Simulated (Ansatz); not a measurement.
Several settings on one geometry of [Ni(OH)4]2- (NiO4H4²⁻) (that of the charge -2 triplet, PBE-D4/def2-SVPD). Ansatz on 4 threads of Arm Neoverse V1 on a shared host; times are rough.

```
atom    x (Å)    y (Å)    z (Å)
 Ni1   0.0938   0.1682  -0.1337
  O2   0.1982   0.6236   1.7808
  H3  -0.6549   1.1024   1.7730
  O4   2.0318  -0.4969  -0.3008
  H5   2.2456  -0.4172   0.6475
  O6  -1.5287   1.3985  -0.4180
  H7  -2.0615   0.7456  -0.9097
  O8  -0.5916  -1.3279  -1.2180
  H9   0.2673  -1.7964  -1.2211
```

Totals from different functionals, basis sets or treatments of relativity can't be compared as stabilities.

DK, ANO-RCC and x2c sets are all-electron and run with scalar relativity unless a key says otherwise. A multiply charged anion in the gas phase is held together partly by the finite basis.

Scalar relativity in a set contracted without it gives distorted totals.

At PBE-D4/def2-SVPD a singlet lies 0.42 eV below the triplet of charge -2, at its own geometry.

Question: Give the basis size and estimate the energy, ⟨S²⟩ and time of these runs.

```tsv
run	method	charge	state	further keys
1	UKS r2SCANh/def2-TZVP	-2	triplet	pseudopotentials: {relativity: scalar}; scf: {omitted_lower_state_checks: [starts]}; forces asked
2	UKS ωB97M-V/aug-cc-pVDZ	-2	triplet	pseudopotentials: {relativity: scalar}; scf: {omitted_lower_state_checks: [starts]}
3	UKS RPBE-D3(BJ)-ATM/ANO-RCC-VTZP	-2	triplet	scf: {omitted_lower_state_checks: [starts]}; forces asked
4	UKS rPW86-PBE/cc-pVDZ	-2	triplet	scf: {omitted_lower_state_checks: [starts]}; forces asked
```

Answer: 
```json
{"run": "1", "functions": "193", "energy (Eh)": "-1821.6987", "⟨S²⟩": "2.01", "wall time": "29 s"}
{"run": "2", "functions": "187", "energy (Eh)": "-1821.6968", "⟨S²⟩": "2.01", "wall time": "81 s"}
{"run": "3", "functions": "235", "energy (Eh)": "-1824.3015", "⟨S²⟩": "2.01", "wall time": "16 s"}
{"run": "4", "functions": "119", "energy (Eh)": "-1812.9339", "⟨S²⟩": "2.01", "wall time": "9.5 s"}
```

The highest occupied level of an anion often lies above zero with these methods, and sets without diffuse functions describe the outer electron poorly.
